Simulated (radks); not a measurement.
Question: These are the eigenvalues of the occupied orbitals of an atom or ion with whole-number occupations (Ry). Method: scalar-relativistic Kohn-Sham, BLYP, spin-polarised, spherical densities, finite nucleus; Fermi nuclear charge, rms radius of each element as measured or else 0.836 A^(1/3) + 0.57 fm; computed with a radial shooting solver on a logarithmic mesh with Libxc functionals.

orbital  eigenvalue
1s up     -1958.796
1s down   -1958.796
2s up     -298.5655
2s down   -298.4604
2p up     -268.8554
2p down   -268.7749
3s up     -62.83670
3s down   -62.78369
3p up     -53.09967
3p down   -53.03919
3d up     -37.88290
3d down   -37.78939
4s up     -16.33590
4s down   -15.94357
4p up     -13.34996
4p down   -12.95337
4d up      -8.88724

Which element is it, and in what charge state? The configuration may be excited. Open shells, if any, are filled with parallel spins first.

Answer: Z = 48, cadmium, charge +7: Cd7+ in [Kr] 4d5. The list shows which subshells hold electrons but not how many an open one holds; the 1s level, -979.4 hartree, gives Z - s = 44.3 by -(Z - s)^2/2, which with screening and relativity narrows Z to a few neighbours, and the depths of the outer levels then fix element, charge and occupations together.
